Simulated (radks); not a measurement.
Values are calculated unless marked as measured or tabulated.
Problem. Code: a radial shooting solver on a logarithmic mesh with Libxc functionals. Model: scalar-relativistic Kohn-Sham, LDA (Slater exchange, VWN5 correlation), spin-polarised, spherical densities, finite nucleus; Fermi nuclear charge, rms radius of each element as measured or else 0.836 A^(1/3) + 0.57 fm. Response by self-consistent Sternheimer equations with the Hartree and adiabatic LDA kernel, the relativistic mass of each level held fixed and spin-orbit coupling left out. Rank He, F7+, Ne8+, O6+, C4+, Be2+, B3+, N5+, Li+ (NIST ground configurations) by static dipole polarisability, largest first.

Solution. He 1.657, Li+ 0.2149, Be2+ 0.05663, B3+ 0.02092, C4+ 0.009434, N5+ 0.004859, O6+ 0.002751, F7+ 0.001671, Ne8+ 0.001073 bohr^3.
